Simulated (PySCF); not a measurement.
Dissociation curve of SMILES [OH2+][AlH3-] (H5AlO), singlet. The Al1–O5 bond (Al1 also carries H, H, H; O5 carries H, H) is pulled apart rigidly from the PBE0/def2-TZVP optimised geometry.

UKS-wB97X-V = unrestricted wB97X-V/cc-pVDZ in PySCF; RKS-wB97X-V = restricted wB97X-V/cc-pVDZ (PySCF); UKS-TPSSh = unrestricted TPSSh/cc-pVDZ (PySCF).

Magnitude of the dipole moment (D; its direction can reverse along the curve, and a method can change to another solution) and Mulliken charge of the fragment that holds Al1:

```json
[
 {"R / Å": "1.63", "μ UKS-wB97X-V": "5.05", "q UKS-wB97X-V": "-0.32", "μ RKS-wB97X-V": "5.05", "q RKS-wB97X-V": "-0.32", "μ UKS-TPSSh": "5.02", "q UKS-TPSSh": "-0.32"},
 {"R / Å": "1.73", "μ UKS-wB97X-V": "4.99", "q UKS-wB97X-V": "-0.31", "μ RKS-wB97X-V": "4.99", "q RKS-wB97X-V": "-0.31", "μ UKS-TPSSh": "4.96", "q UKS-TPSSh": "-0.31"},
 {"R / Å": "1.82", "μ UKS-wB97X-V": "4.91", "q UKS-wB97X-V": "-0.29", "μ RKS-wB97X-V": "4.91", "q RKS-wB97X-V": "-0.29", "μ UKS-TPSSh": "4.89", "q UKS-TPSSh": "-0.29"},
 {"R / Å": "1.92", "μ UKS-wB97X-V": "4.81", "q UKS-wB97X-V": "-0.27", "μ RKS-wB97X-V": "4.81", "q RKS-wB97X-V": "-0.27", "μ UKS-TPSSh": "4.79", "q UKS-TPSSh": "-0.27"},
 {"R / Å": "1.98", "μ UKS-wB97X-V": "4.74", "q UKS-wB97X-V": "-0.25", "μ RKS-wB97X-V": "4.74", "q RKS-wB97X-V": "-0.25", "μ UKS-TPSSh": "4.73", "q UKS-TPSSh": "-0.26"},
 {"R / Å": "2.03", "μ UKS-wB97X-V": "4.68", "q UKS-wB97X-V": "-0.24", "μ RKS-wB97X-V": "4.68", "q RKS-wB97X-V": "-0.24", "μ UKS-TPSSh": "4.67", "q UKS-TPSSh": "-0.25"},
 {"R / Å": "2.11", "μ UKS-wB97X-V": "4.58", "q UKS-wB97X-V": "-0.22", "μ RKS-wB97X-V": "4.58", "q RKS-wB97X-V": "-0.22", "μ UKS-TPSSh": "4.58", "q UKS-TPSSh": "-0.23"},
 {"R / Å": "2.17", "μ UKS-wB97X-V": "4.50", "q UKS-wB97X-V": "-0.21", "μ RKS-wB97X-V": "4.50", "q RKS-wB97X-V": "-0.21", "μ UKS-TPSSh": "4.51", "q UKS-TPSSh": "-0.22"},
 {"R / Å": "2.25", "μ UKS-wB97X-V": "4.40", "q UKS-wB97X-V": "-0.20", "μ RKS-wB97X-V": "4.40", "q RKS-wB97X-V": "-0.20", "μ UKS-TPSSh": "4.41", "q UKS-TPSSh": "-0.20"},
 {"R / Å": "2.34", "μ UKS-wB97X-V": "4.28", "q UKS-wB97X-V": "-0.18", "μ RKS-wB97X-V": "4.28", "q RKS-wB97X-V": "-0.18", "μ UKS-TPSSh": "4.30", "q UKS-TPSSh": "-0.19"},
 {"R / Å": "2.50", "μ UKS-wB97X-V": "4.08", "q UKS-wB97X-V": "-0.16", "μ RKS-wB97X-V": "4.08", "q RKS-wB97X-V": "-0.16", "μ UKS-TPSSh": "4.10", "q UKS-TPSSh": "-0.16"},
 {"R / Å": "2.73", "μ UKS-wB97X-V": "3.81", "q UKS-wB97X-V": "-0.13", "μ RKS-wB97X-V": "3.81", "q RKS-wB97X-V": "-0.13", "μ UKS-TPSSh": "3.84", "q UKS-TPSSh": "-0.13"},
 {"R / Å": "3.02", "μ UKS-wB97X-V": "3.52", "q UKS-wB97X-V": "-0.09", "μ RKS-wB97X-V": "3.52", "q RKS-wB97X-V": "-0.09", "μ UKS-TPSSh": "3.55", "q UKS-TPSSh": "-0.10"},
 {"R / Å": "3.36", "μ UKS-wB97X-V": "3.26", "q UKS-wB97X-V": "-0.07", "μ RKS-wB97X-V": "3.26", "q RKS-wB97X-V": "-0.07", "μ UKS-TPSSh": "3.28", "q UKS-TPSSh": "-0.07"},
 {"R / Å": "3.69", "μ UKS-wB97X-V": "3.07", "q UKS-wB97X-V": "-0.04", "μ RKS-wB97X-V": "3.07", "q RKS-wB97X-V": "-0.04", "μ UKS-TPSSh": "3.08", "q UKS-TPSSh": "-0.05"},
 {"R / Å": "4.02", "μ UKS-wB97X-V": "2.93", "q UKS-wB97X-V": "-0.03", "μ RKS-wB97X-V": "2.93", "q RKS-wB97X-V": "-0.03", "μ UKS-TPSSh": "2.93", "q UKS-TPSSh": "-0.03"},
 {"R / Å": "4.52", "μ UKS-wB97X-V": "2.78", "q UKS-wB97X-V": "-0.01", "μ RKS-wB97X-V": "2.78", "q RKS-wB97X-V": "-0.01", "μ UKS-TPSSh": "2.77", "q UKS-TPSSh": "-0.01"},
 {"R / Å": "4.99", "μ UKS-wB97X-V": "2.70", "q UKS-wB97X-V": "0.00", "μ RKS-wB97X-V": "2.70", "q RKS-wB97X-V": "0.00", "μ UKS-TPSSh": "2.68", "q UKS-TPSSh": "0.00"},
 {"R / Å": "5.46", "μ UKS-wB97X-V": "2.66", "q UKS-wB97X-V": "0.00", "μ RKS-wB97X-V": "2.66", "q RKS-wB97X-V": "0.00", "μ UKS-TPSSh": "2.62", "q UKS-TPSSh": "0.00"},
 {"R / Å": "6.05", "μ UKS-wB97X-V": "2.63", "q UKS-wB97X-V": "0.00", "μ RKS-wB97X-V": "2.63", "q RKS-wB97X-V": "0.00", "μ UKS-TPSSh": "2.59", "q UKS-TPSSh": "0.00"},
 {"R / Å": "7.17", "μ UKS-wB97X-V": "2.61", "q UKS-wB97X-V": "0.00", "μ RKS-wB97X-V": "2.61", "q RKS-wB97X-V": "0.00", "μ UKS-TPSSh": "2.57", "q UKS-TPSSh": "0.00"}
]
```
